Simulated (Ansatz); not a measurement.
Isolated molecules relaxed with PBE0-D4/def2-TZVP in Ansatz; ΔE leaves out vibrations. CCSD(T)/CBS is the MP2 limit (def2-TZVPP, def2-QZVPP) plus CCSD(T) − MP2 in def2-TZVPP, frozen cores. DFT in def2-TZVPP. B3LYP here is the variant with VWN-RPA as its local correlation; programs differ in this. For Ga, Ge outer-core shells are correlated without core-valence functions, which leaves a few kJ/mol of doubt a bond. Scalar relativity is left out up to krypton. One conformer a species, not always the lowest.

`C[O][AlH][GeH3]` + `[F][GaH][Cl]` → `C[O][AlH2]` + `[F][Ga]([Cl])[GeH3]`  (redistribution)

`C[O][AlH][GeH3]`:

Cartesian coordinates in Å:
```
C 1.474 0.830 -1.200
O 0.726 1.436 -0.188
Al -0.487 0.939 0.873
Ge -1.288 -1.403 0.784
H 2.541 0.890 -0.965
H 1.309 1.348 -2.151
H 1.215 -0.228 -1.340
H -1.027 2.044 1.865
H -1.142 -2.107 2.149
H -2.785 -1.479 0.419
H -0.537 -2.271 -0.246
```

`[F][GaH][Cl]`:

```xyz
4

F    -1.288   -1.047    0.465
Ga   -0.006    0.089    0.131
Cl    0.946   -0.241   -1.736
H     0.348    1.199    1.140
```

`C[O][AlH2]`:

Cartesian coordinates in Å:
```
C -0.498 1.021 0.549
O -0.446 0.053 -0.457
Al 0.552 -1.271 -0.762
H -0.391 2.021 0.116
H 0.292 0.890 1.301
H -1.464 0.979 1.062
H 1.729 -1.587 0.251
H 0.226 -2.106 -2.060
```

`[F][Ga]([Cl])[GeH3]`:

Z-matrix (Å, degrees):
```
Ge
Ga 1 2.424
H 1 1.532 2 109.5
H 1 1.534 2 108.5 3 -119.9
H 1 1.533 2 109.1 3 120.8
Cl 2 2.137 1 126.8 3 12.0
F 2 1.752 1 121.3 3 -168.4
```

| level | ΔE (kJ/mol) | difference from CCSD(T)/CBS |
| --- | --- | --- |
| PBE-D4 | -15.3 | 1.5 |
| PBE0-D4 | -14.9 | 1.9 |
| B3LYP-D4 | -20.9 | -4.1 |
| ωB97M-V | -18.1 | -1.3 |
| PBE | -15.4 | 1.4 |
| PBE0 | -15.0 | 1.8 |
| B3LYP | -20.9 | -4.1 |
| MP2/def2-TZVPP | -19.6 | -2.8 |
| SCS-MP2/def2-TZVPP | -19.9 | -3.1 |
| SCS-MP2/def2-QZVPP | -19.5 | -2.7 |
| CCSD(T)/CBS | -16.8 | 0 |

Largest T1 diagnostic among the species: 0.013.
